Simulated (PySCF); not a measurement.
Compound: C5H5F3N2.
SMILES with atom numbers: `[F:1][C:2]([F:3])([F:4])[CH2:5][c:6]1[n:7][cH:8][cH:9][nH:10]1` (hydrogens: H11, H12 on C5; H13 on C8; H14 on C9; H15 on N10)

Geometry (PBE0-D3(BJ)/def2-SVP, Å), atoms numbered from 1 in this order:
```
atom  x, y, z in Å
F1    -3.347   -0.348   -0.344
C2    -2.141   -0.051    0.138
F3    -1.957   -0.815    1.236
F4    -2.162    1.215    0.545
C5    -1.064   -0.311   -0.885
C6     0.310    0.026   -0.419
N7     1.167    0.768   -1.078
C8     2.301    0.793   -0.317
C9     2.126    0.052    0.828
N10    0.850   -0.438    0.743
H11   -1.150   -1.371   -1.176
H12   -1.270    0.299   -1.773
H13    3.188    1.344   -0.626
H14    2.777   -0.159    1.672
H15    0.367   -0.996    1.436
```

Computed with TDDFT B3LYP/def2-SVPD, vertical, gas phase, core orbitals frozen in the response in PySCF.

Transition dipole moments from the ground state, in atomic units and in the frame of the coordinates above (overall signs are arbitrary), for the states with f of 0.002 or more among the lowest 8:

```json
{"state": "S1", "E (eV)": "5.878", "μx": "0.371", "μy": "0.174", "μz": "0.269"}
{"state": "S2", "E (eV)": "6.248", "μx": "-0.913", "μy": "0.009", "μz": "-0.434"}
{"state": "S4", "E (eV)": "6.786", "μx": "-0.172", "μy": "-0.107", "μz": "-0.285"}
{"state": "S5", "E (eV)": "6.966", "μx": "0.178", "μy": "-0.282", "μz": "0.138"}
{"state": "S6", "E (eV)": "6.997", "μx": "-0.025", "μy": "0.064", "μz": "0.283"}
{"state": "S7", "E (eV)": "7.224", "μx": "-0.268", "μy": "0.113", "μz": "-0.380"}
{"state": "S8", "E (eV)": "7.463", "μx": "-0.052", "μy": "0.054", "μz": "0.078"}
```

Q: Work out the oscillator strengths.

A: f = (2/3) ΔE |μ|² with ΔE in hartree (27.2114 eV).

```tsv
state	|μ|² (au)	|μ| (D)	f
S1	0.240	1.25	0.035
S2	1.022	2.57	0.156
S4	0.122	0.89	0.020
S5	0.130	0.92	0.022
S6	0.085	0.74	0.015
S7	0.229	1.22	0.040
S8	0.012	0.28	0.002
```

Q: Which bond between heavy atoms lies closest to the direction of the S2 transition dipole?

A: N7–C8, at 9° from it; next F1–C2 at 14°.

Q: What angle do the transition dipoles of S1 and S5 make?

A: |cos θ| = |μa·μb| / (|μa| |μb|) = 0.30, so θ ≈ 72° (taken between 0 and 90°, since the signs are arbitrary).

Q: How is the summed strength of these states shared among x, y and z?

A: (2/3) Σ ΔE μα² gives 0.171 for x, 0.023 for y and 0.096 for z, 0.291 in all.

Q: What peak molar absorption coefficient would the strongest computed level give as a lone Gaussian band 0.3 eV wide at half height?

A: ε(max) = 2.175×10⁸ f / FWHM, with the width in cm⁻¹. S2: 2.175×10⁸ × 0.1564 / 2420 ≈ 14000 L mol⁻¹ cm⁻¹.

The vertical ionisation energy (ΔSCF) is 8.93 eV, 1.47 eV above S8.

One conformer stands for the species.
